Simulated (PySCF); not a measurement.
## Si²⁺: excitation energy

Si²⁺ [Ne] 3s2 (1S) → Si²⁺ [Ne] 3p2 (3P), as a difference of total energies. Calculation: PySCF 2.14, in ANO-RCC-VTZP; scalar relativity by spin-free X2C-1e. Correlated levels: valence: [Ne] frozen. The calculations carry no spin-orbit coupling.

```json
{"method": "UHF", "excitation energy (cm⁻¹)": "121430"}
{"method": "MP2 (valence)", "excitation energy (cm⁻¹)": "126900"}
{"method": "SCS-MP2 (valence)", "excitation energy (cm⁻¹)": "129270"}
{"method": "CCSD (valence)", "excitation energy (cm⁻¹)": "129020"}
```

A first-order spin-orbit estimate (lowest level to lowest level, LS coupling) adds -0.026 eV.

The basis was made for the ground configuration and has no added diffuse functions, so the excitation energy can come out too high.

With two correlated electrons CCSD is exact in that space.
